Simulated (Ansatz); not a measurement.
```xyz
2

H     0.0000    0.0000   -1.2719
Br    0.0000    0.0000    0.0363
```

Basis set: 6-31G* (spherical functions). Left uncorrelated: 9 orbitals. Charge 0, multiplicity 1.

Computed with Ansatz (development build ahead of 0.2.0); each method stands on the lowest determinant of its kind that the runs found. Restricted open shells among the atoms or ions are ROHF, correlated in semicanonical orbitals with singles.

**Question.** Give the atomization energy at this shape (free ground-state atoms in the same class of orbitals less the molecule, no zero-point energy) of singlet HBr by RHF-MP2, RHF.

**Answer.**

| method | atomization energy |
| --- | --- |
| RHF-MP2 | 3.15 eV |
| RHF | 2.58 eV |

Caution: the shape is not the minimum.
